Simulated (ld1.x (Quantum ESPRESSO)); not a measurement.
## Logarithmic derivatives: gold, TM

ld1.x (Quantum ESPRESSO) 7.5 input, shortened:

```
&input
   title='Au', zed=79., rel=2, dft='PBE', iswitch=3,
   config='[Xe] 4f14 5d10 6s0.75 6p0.25', rel_dist='average'
 /
 &inputp
   pseudotype=2, tm=.true., lloc=0,
   nlcc=.true., rcore=1.00
 /
3
6P  2  1   0.25   0.00  2.85  2.85  0.0
5D  3  2  10.00   0.00  1.60  1.60  0.0
6S  1  0   0.75   0.00  1.26  1.26  0.0
 &test
   configts(1)='5d10 6s0.75 6p0.25'
 /
```

Open shells are filled in proportion to 2j + 1 (rel_dist='average').

The phase is arctan(r·u′/u) with u = r·R(r), unwrapped; energies in Ry, scanned from -3 to 5 Ry. A pole is an energy at which the radial function vanishes at the test radius. The pseudo phase is shifted by a multiple of π to meet the all-electron one at the reference energy, and phase errors are pseudo minus all-electron; the curves can meet again beyond the range given. Levels narrower than the energy grid can be missing from the lists of poles.

```tsv
channel	radius (bohr)	reference energy (Ry)	poles, all-electron	poles, pseudo	unbroken range about the reference energy with phases within 0.05 rad	phase error 1 Ry above the reference energy (rad)
s	3.12	-0.46	0.42	0.01	not even at the reference energy	-0.060
p1/2	3.12	-0.11	1.34	0.82	not even at the reference energy	-0.116
p3/2	3.12	-0.07	1.76	1.17	not even at the reference energy	-0.154
d3/2	3.12	-0.62	-0.50, 3.69	-1.24, 3.31	not even at the reference energy	-0.302
d5/2	3.12	-0.51	-0.36, 3.82	-1.09, 3.43	not even at the reference energy	-0.328
```

A Bessel basis up to 400 Ry misses an occupied level by 0.70 Ry, so cutoffs and ghosts were not judged. The potential misses its own reference levels by up to 9.6 eV, so it is not fit for use.

Phases in the p1/2 channel:

```
E (Ry)  all-electron  pseudo
 -3.00         1.372   1.352
 -2.76         1.362   1.339
 -2.52         1.350   1.322
 -2.28         1.336   1.302
 -2.04         1.319   1.276
 -1.80         1.298   1.241
 -1.56         1.271   1.192
 -1.32         1.236   1.118
 -1.08         1.185   0.990
 -0.84         1.108   0.727
 -0.60         0.974   0.108
 -0.36         0.703  -0.737
 -0.12         0.081  -1.166
  0.12        -0.736  -1.356
  0.36        -1.156  -1.459
  0.60        -1.346  -1.525
  0.84        -1.450  -1.574
  1.08        -1.517  -1.613
  1.32        -1.567  -1.647
  1.56        -1.606  -1.679
  1.80        -1.641  -1.712
  2.04        -1.675  -1.749
  2.28        -1.709  -1.792
  2.52        -1.748  -1.847
  2.76        -1.795  -1.924
  3.00        -1.857  -2.041
  3.24        -1.948  -2.245
  3.48        -2.099  -2.642
  3.72        -2.395  -3.308
  3.96        -3.007  -3.877
  4.20        -3.739  -4.175
  4.44        -4.138  -4.333
  4.68        -4.330  -4.427
  4.92        -4.436  -4.490
```
